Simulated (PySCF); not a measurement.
# Adding and removing an electron: MgCd

r²SCAN; PySCF, scalar-relativistic core potentials, basis sets Mg def2-SVPD, Cd def2-SVPD with ECP28. Neutral (UKS): singlet (closed shell), Re = 3.390 Å, ωe = 77.5 cm⁻¹, De = 0.10 eV, HOMO -4.49 eV, LUMO -1.67 eV.

MgCd⁺ (UKS): doublet (σ ↑), Re = 2.920 Å, ωe = 169 cm⁻¹, De = 1.03 eV to Mg⁺ + Cd. The energies at the minima are -367.76072 hartree for MgCd and -367.52371 for MgCd⁺.

**Question.** Work out the adiabatic ionisation energy, without and with harmonic zero-point energies (1 hartree = 27.2114 eV, 1 eV = 8065.5 cm⁻¹), and the change of the bond length.

**Answer.** At r²SCAN: 0.23701 hartree = 6.449 eV between the minima; the zero-point term (169.0 − 77.5)/2 cm⁻¹ = +0.006 eV makes it 6.455 eV. Re changes by -47.0 pm against the neutral. Minus the HOMO energy is 4.49 eV, -1.96 eV from the value between the minima; self-interaction puts the Kohn–Sham level too high, less so with exact exchange. The electron leaves a σ orbital, and the shorter bond of the ion fits an antibonding orbital, or a change in how ionic the bond is.

Closed-shell solutions of metal pairs were not tested for spin polarisation, which can lower them a little. Weak bonds: MgCd. Basis-set superposition, not corrected here, can be much of De in a small basis, most of all at correlated wavefunction levels. Spin–orbit coupling is left out. For an ion De counts to the pair picked by the measured ionisation energies or electron affinities, which need not be the lowest pair at this level. States were picked by a PBE0 search and need not be the measured ground states.
